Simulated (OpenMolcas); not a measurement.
Zr2+ (d2) among equal point charges was computed by CASSCF with the d shell active (OpenMolcas, ANO-RCC-VTZP on the metal). Its lowest spin-free states, and all those of the highest spin:

| 2S+1 | Degeneracy | E (cm-1) |
| --- | --- | --- |
| 3 | 1 | 0.0 |
| 3 | 3 | 2697 |
| 3 | 3 | 4409 |
| 1 | 2 | 8787 |
| 1 | 3 | 11357 |
| 3 | 3 | 11702 |
| 1 | 1 | 13956 |
| 1 | 3 | 14027 |
| 1 | 2 | 14500 |
| 1 | 3 | 16652 |
| 1 | 1 | 32552 |

Q: Is the site octahedral, tetrahedral or cube-like, axial, or of lower symmetry?

A: The states with 2S+1 = 3 have orbital degeneracies 1, 3, 3, 3. Threefold states need a cubic site. For d2 at this spin an octahedron puts the threefold T1 below the threefold T2 and a tetrahedron or cube puts the single A2 below the threefold T2, so the site is a tetrahedron or a cube, which this pattern cannot tell apart. The first gap at this spin, 2700 cm-1, is |10Dq| in ligand-field theory. The run had Zr2+ among 4 point charges of -1 e arranged as a tetrahedron (Td), 2.2 Å from the ion.

Without dynamic correlation the repulsion within the d shell is too large (B by tens of per cent), so at a given field states of lower spin stand too high. The ground term spreads over less than 5000 cm-1, several times less than with real ligands, so orbital moments are less quenched and χT lies further from the spin-only value than at real sites. Point charges carry no covalency, so the field is a model and not that of real ligands. No measured value stands beside these numbers.
